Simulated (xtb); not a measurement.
CHOS (SMILES O=C=[SH+]), charge +1, singlet, geometry from GFN2-xTB. Base run: xtb 6.7.1 with GFN0-xTB.

xtb was given this input:
```
$ xtb mol.xyz --gfn 0 --chrg 1 --json

# file mol.xyz
4

O     -0.34180530     0.10102109    -1.68704513
C     -0.13121664     0.04098022    -0.58326032
S      0.27585043    -0.09473859     0.97470948
H     -0.89186473     0.46176743     1.40057134
```

Variants of this job, named by their change:

```tsv
change	ΔE vs base (kJ/mol)	HOMO-LUMO gap (eV)
base	0.00	3.80
acc = 0.0001	0.00	3.80
etemp = 5000	-2.17	3.80
etemp = 1000	0.00	3.80
etemp = 3000	-0.07	3.80
```
